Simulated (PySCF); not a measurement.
Calculation: PBE-D3(BJ)/def2-TZVP // PBE0-D3(BJ)/def2-SVP run with PySCF. Isolated molecules, 0 K electronic values unless said otherwise. One relaxed conformer stands for a flexible species; it need not be the lowest. Excitations are Tamm–Dancoff values on a coarser integration grid. The basis has no diffuse functions, so Rydberg states are missing or too high.

Reference species (SMILES): `[SiH2]1[SiH2][SiH2][SnH2][SiH2][SiH2]1` (neutral, multiplicity 1).

```json
{
  "T1 excitation (TDA)": "4.75 eV",
  "LUMO": "-1.61 eV",
  "S1–T1 gap (TDA)": "0.35 eV",
  "S1 excitation (TDA)": "5.10 eV"
}
```

Changed species: `O1[SiH2][SiH2][SiH2][SiH2][SiH2]1` (a SiH2 unit replaced by OH0; the reference has a SiH2 unit replaced by SnH2).

Question: Give the shifts of the T1 excitation (TDA), LUMO, S1–T1 gap (TDA) and S1 excitation (TDA).

Answer: the T1 excitation (TDA) falls by 0.44 eV, to 4.31 eV; the LUMO decreases by 0.23 eV, to -1.84 eV; the S1–T1 gap (TDA) increases by 0.09 eV, to 0.44 eV; the S1 excitation (TDA) decreases by 0.34 eV, to 4.76 eV.
